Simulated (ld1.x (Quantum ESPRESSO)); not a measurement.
**magnesium (Mg): TM pseudisation with PBE, scalar-relativistic reference atom.**

Input for ld1.x (Quantum ESPRESSO) 7.5:

```
&input
   title='Mg', zed=12., rel=1, dft='PBE', iswitch=3,
   config='[Ne] 3s1.75 3p0.25',
   nld=2, rlderiv=1.05, eminld=-8.0, emaxld=5.0, deld=0.04
 /
 &inputp
   pseudotype=2, tm=.true., lloc=1,
   nlcc=.false.,
   file_pseudopw='Mg.UPF', file_wfcaegen='ae.wfc', file_wfcncgen='nc.wfc', file_beta='beta', file_chi='chi'
 /
2
2S  1  0   2.00   0.00  0.85  0.85  0.0
2P  2  1   6.00   0.00  0.95  0.95  0.0
 &test
   configts(1)='2s2 2p6 3s1.75 3p0.25'
 /
```

Command:

```bash
ld1.x < Mg.in > Mg.out
```

The program printed (shortened: banner, matrices, multipoles, cross overlaps and the repeated all-electron block are left out):

```
Program LD1 v.7.5
     --------------------------- All-electron run ----------------------------

     Mg
     scalar relativistic calculation

     atomic number is 12.00
     dft =PBE   lsd =0 sic =0 latt =0  beta=0.20 tr2=1.0E-14
     Exchange-correlation= PBE
                           (   1   4   3   4   0   0   0)
     mesh =1129 r(mesh) = 100.99726 a.u. xmin = -7.00 dx = 0.01250
     1 Ry =  13.60569312 eV, c = 137.03599908

     n l     nl                  e(Ry)          e(Ha)          e(eV)
     1 0     1S 1( 2.00)       -92.6236       -46.3118     -1260.2087
     2 0     2S 1( 2.00)        -5.9088        -2.9544       -80.3927
     2 1     2P 1( 6.00)        -3.4661        -1.7330       -47.1583
     3 0     3S 1( 1.75)        -0.3655        -0.1827        -4.9728
     3 1     3P 1( 0.25)        -0.1131        -0.0566        -1.5391

     final scf error:  1.2E-15 reached in  25 iterations

     Etot =    -400.498082 Ry,    -200.249041 Ha,   -5449.053997 eV

     Ekin =     400.962121 Ry,     200.481060 Ha,    5455.367572 eV
     Encl =    -960.230833 Ry,    -480.115416 Ha,  -13064.606041 eV
     Eh   =     191.416375 Ry,      95.708187 Ha,    2604.352454 eV
     Exc  =     -32.645745 Ry,     -16.322872 Ha,    -444.167982 eV

     normalization and overlap integrals

     s(1S/1S) =  1.000000  <r> =   0.1306  <r2> =    0.0230  r(max) =   0.0854
     s(2S/2S) =  1.000000  <r> =   0.6971  <r2> =    0.5854  r(max) =   0.5434
     s(2P/2P) =  1.000000  <r> =   0.6892  <r2> =    0.6106  r(max) =   0.4796
     s(3S/3S) =  1.000000  <r> =   3.1239  <r2> =   11.4497  r(max) =   2.5284
     s(3P/3P) =  1.000000  <r> =   4.5322  <r2> =   24.8490  r(max) =   3.4559

     ------------------------ End of All-electron run ------------------------

     --------------------- Generating NC pseudopotential ---------------------

      Generating local pot.: lloc=1, matching radius rcloc =   0.9500

      Wfc   2S  rcut= 0.852  Using Troullier-Martins method

     ------------------- End of pseudopotential generation -------------------

     Computing logarithmic derivative in   1.04745
     Computing logarithmic derivative in   1.04745
     Computing the partial wave expansion
     R is outside the sphere for l=    0 j= 0.00
       no projector for channel:   1

     ---------------------- Testing the pseudopotential ----------------------

     Mg
     scalar relativistic calculation

     atomic number is 12.00   valence charge is 10.00
     dft =PBE   lsd =0 sic =0 latt =0  beta=0.20 tr2=1.0E-14
     mesh =1129 r(mesh) = 100.99726 xmin = -7.00 dx = 0.01250

     n l     nl             e AE (Ry)        e PS (Ry)    De AE-PS (Ry)
     1 0     2S   1( 2.00)       -5.90875       -5.90881        0.00006
     2 1     2P   1( 6.00)       -3.46607       -3.46610        0.00003
     2 0     3S   1( 1.75)       -0.36549       -0.36244       -0.00305
     3 1     3P   1( 0.25)       -0.11312       -0.11133       -0.00179

     eps = 6.5E-15  iter = 30

     Etot =    -400.498082 Ry,    -200.249041 Ha,   -5449.053997 eV
     Etotps =  -125.379839 Ry,     -62.689919 Ha,   -1705.879610 eV

     Ekin =      90.056451 Ry,      45.028226 Ha,    1225.280438 eV
     Encl =    -308.542551 Ry,    -154.271276 Ha,   -4197.935270 eV
     Ehrt =      97.098855 Ry,      48.549427 Ha,    1321.097218 eV
     Ecxc =     -16.809586 Ry,      -8.404793 Ha,    -228.706063 eV
     Epseu=      12.816993 Ry,       6.408496 Ha,     174.384068 eV

     ---------------------- End of pseudopotential test ----------------------
```

Generation and configuration tests took about 2.2 s on one core of a shared server CPU.

Transferability test of the new file with ld1.x, input:

```
&input
   title='Mg', zed=12., rel=1, dft='PBE', iswitch=2,
   config='[Ne] 3s1.75 3p0.25'
 /
 &test
   file_pseudo='Mg.UPF', nconf=8,
   configts(1)='2s2 2p6 3s1.75 3p0.25',
   configts(2)='2s2 2p6 3s2 3p0',
   configts(3)='2s2 2p6 3s1 3p0',
   configts(4)='2s2 2p6 3s0 3p0',
   configts(5)='2s1 2p6 3s2 3p0',
   configts(6)='2s2 2p6 3s1.5 3p0',
   configts(7)='2s2 2p6 3s0 3p2',
   configts(8)='2s2 2p6 3s0 3p1'
 /
```

```bash
ld1.x < Mg.test.in > Mg.test.out
```

Pseudopotential blocks of its output, shortened (energy terms left out):

```
     ---------------------- Testing the pseudopotential ----------------------

     n l     nl             e AE (Ry)        e PS (Ry)    De AE-PS (Ry)
     1 0     2S   1( 2.00)       -5.90875       -5.90881        0.00006
     2 1     2P   1( 6.00)       -3.46607       -3.46610        0.00003
     2 0     3S   1( 1.75)       -0.36549       -0.36244       -0.00305
     3 1     3P   1( 0.25)       -0.11312       -0.11133       -0.00179

     eps = 6.4E-15  iter = 30

     Etot =    -400.498082 Ry,    -200.249041 Ha,   -5449.053997 eV
     Etotps =  -125.379839 Ry,     -62.689919 Ha,   -1705.879610 eV

     ---------------------- End of pseudopotential test ----------------------

          ---------------------- Testing the pseudopotential ----------------------

     n l     nl             e AE (Ry)        e PS (Ry)    De AE-PS (Ry)
     1 0     2S   1( 2.00)       -5.86852       -5.86821       -0.00031
     2 1     2P   1( 6.00)       -3.42605       -3.42561       -0.00043
     2 0     3S   1( 2.00)       -0.34584       -0.34269       -0.00316
     3 1     3P   1( 0.00)       -0.09776       -0.09593       -0.00183

     eps = 7.1E-15  iter = 30

     Etot =    -400.560618 Ry,    -200.280309 Ha,   -5449.904850 eV
     Etotps =  -125.442051 Ry,     -62.721025 Ha,   -1706.726049 eV
     dEtot_ae =      -0.062536 Ry
     dEtot_ps =      -0.062212 Ry,   Delta E=      -0.000324 Ry

     ---------------------- End of pseudopotential test ----------------------

          ---------------------- Testing the pseudopotential ----------------------

     n l     nl             e AE (Ry)        e PS (Ry)    De AE-PS (Ry)
     1 0     2S   1( 2.00)       -6.53511       -6.53160       -0.00351
     2 1     2P   1( 6.00)       -4.09209       -4.08847       -0.00362
     2 0     3S   1( 1.00)       -0.83627       -0.83054       -0.00573  !
     3 1     3P   1( 0.00)       -0.51801       -0.51307       -0.00494

     eps = 8.3E-15  iter = 30

     Etot =    -399.975562 Ry,    -199.987781 Ha,   -5441.944747 eV
     Etotps =  -124.861368 Ry,     -62.430684 Ha,   -1698.825450 eV
     dEtot_ae =       0.522520 Ry
     dEtot_ps =       0.518471 Ry,   Delta E=       0.004049 Ry

     ---------------------- End of pseudopotential test ----------------------

          ---------------------- Testing the pseudopotential ----------------------

     n l     nl             e AE (Ry)        e PS (Ry)    De AE-PS (Ry)
     1 0     2S   1( 2.00)       -7.34754       -7.33996       -0.00757  !
     2 1     2P   1( 6.00)       -4.90276       -4.89524       -0.00753  !
     2 0     3S   1( 0.00)       -1.34541       -1.33531       -0.01010  !
     3 1     3P   1( 0.00)       -0.94730       -0.93633       -0.01096  !

     eps = 7.6E-15  iter = 28

     Etot =    -398.871176 Ry,    -199.435588 Ha,   -5426.918821 eV
     Etotps =  -123.764499 Ry,     -61.882250 Ha,   -1683.901799 eV
     dEtot_ae =       1.626905 Ry
     dEtot_ps =       1.615339 Ry,   Delta E=       0.011566 Ry

     ---------------------- End of pseudopotential test ----------------------

          ---------------------- Testing the pseudopotential ----------------------

     n l     nl             e AE (Ry)        e PS (Ry)    De AE-PS (Ry)
     1 0     2S   1( 1.00)       -7.61916       -7.64207        0.02291  !
     2 1     2P   1( 6.00)       -5.19258       -5.21096        0.01838  !
     2 0     3S   1( 2.00)       -1.04357       -1.03744       -0.00612  !
     3 1     3P   1( 0.00)       -0.65925       -0.65029       -0.00896  !

     eps = 4.6E-15  iter = 34

     Etot =    -393.837640 Ry,    -196.918820 Ha,   -5358.434076 eV
     Etotps =  -118.708348 Ry,     -59.354174 Ha,   -1615.109358 eV
     dEtot_ae =       6.660441 Ry
     dEtot_ps =       6.671490 Ry,   Delta E=      -0.011049 Ry

     ---------------------- End of pseudopotential test ----------------------

          ---------------------- Testing the pseudopotential ----------------------

     n l     nl             e AE (Ry)        e PS (Ry)    De AE-PS (Ry)
     1 0     2S   1( 2.00)       -6.18174       -6.17990       -0.00184
     2 1     2P   1( 6.00)       -3.73906       -3.73709       -0.00196
     2 0     3S   1( 1.50)       -0.58208       -0.57772       -0.00436
     3 1     3P   1( 0.00)       -0.29702       -0.29376       -0.00326

     eps = 8.6E-15  iter = 30

     Etot =    -400.329531 Ry,    -200.164766 Ha,   -5446.760747 eV
     Etotps =  -125.212833 Ry,     -62.606416 Ha,   -1703.607375 eV
     dEtot_ae =       0.168551 Ry
     dEtot_ps =       0.167006 Ry,   Delta E=       0.001545 Ry

     ---------------------- End of pseudopotential test ----------------------

          ---------------------- Testing the pseudopotential ----------------------

     n l     nl             e AE (Ry)        e PS (Ry)    De AE-PS (Ry)
     1 0     2S   1( 2.00)       -6.15736       -6.16074        0.00339
     2 1     2P   1( 6.00)       -3.71288       -3.71720        0.00432
     2 0     3S   1( 0.00)       -0.47341       -0.47092       -0.00249
     3 1     3P   1( 2.00)       -0.19565       -0.19397       -0.00168

     eps = 8.7E-15  iter = 30

     Etot =    -400.032669 Ry,    -200.016334 Ha,   -5442.721728 eV
     Etotps =  -124.916247 Ry,     -62.458123 Ha,   -1699.572120 eV
     dEtot_ae =       0.465413 Ry
     dEtot_ps =       0.463592 Ry,   Delta E=       0.001821 Ry

     ---------------------- End of pseudopotential test ----------------------

          ---------------------- Testing the pseudopotential ----------------------

     n l     nl             e AE (Ry)        e PS (Ry)    De AE-PS (Ry)
     1 0     2S   1( 2.00)       -6.66908       -6.66868       -0.00041
     2 1     2P   1( 6.00)       -4.22470       -4.22497        0.00027
     2 0     3S   1( 0.00)       -0.89735       -0.89228       -0.00507  !
     3 1     3P   1( 1.00)       -0.57386       -0.56944       -0.00443

     eps = 7.4E-15  iter = 30

     Etot =    -399.654539 Ry,    -199.827269 Ha,   -5437.577007 eV
     Etotps =  -124.541056 Ry,     -62.270528 Ha,   -1694.467391 eV
     dEtot_ae =       0.843543 Ry
     dEtot_ps =       0.838783 Ry,   Delta E=       0.004761 Ry

     ---------------------- End of pseudopotential test ----------------------
```
